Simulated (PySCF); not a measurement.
# A small calculation by hand: chemical shift, span and skew from a shielding tensor

Al(Cl)2(SMe) (CH3AlCl2S), SMILES C[S][Al]([Cl])[Cl]. Atoms are numbered in the order given.

```xyz
8

Al     0.0805    -0.0127     0.3784
Cl     0.1164    -0.8360     2.3113
Cl     0.9378     1.8859     0.0321
S     -0.8443    -1.1359    -1.2315
C     -0.6189    -0.0163    -2.6837
H     -0.1108     0.9264    -2.4079
H     -1.6175     0.2129    -3.1003
H     -0.0166    -0.5497    -3.4427
```

Geometry: PBE-D3(BJ)/def2-SVP. The structure was generated by enumeration; whether it is a known compound was not checked. The values are those of a single conformer.

GIAO shieldings from PBE/pcSseg-1 (PySCF), non-relativistic, no solvent. The symmetric part of the tensor of C5 has the principal values 151.9, 152.5, 184.7 ppm. The same nucleus in TMS has σ = 182.0 ppm at this level (PySCF, at its B3LYP-D3(BJ)/def2-TZVP geometry). Without spin–orbit terms, shifts of atoms bonded to Cl or Br come out too high.

Problem. Work out the isotropic shielding, the ¹³C shift against TMS, the span and the skew.

Solution. 
σ(iso) = (σ11 + σ22 + σ33)/3 = 163.0 ppm. δ = σ(ref) − σ(iso) = 182.0 − (163.0) = 19.0 ppm.
Span Ω = σ33 − σ11 = 32.8 ppm. Skew κ = 3(σ(iso) − σ22)/Ω = 0.96. Tumbling in solution averages the tensor to δ; in a static solid the shielding alone would spread this spin-1/2 line over Ω.
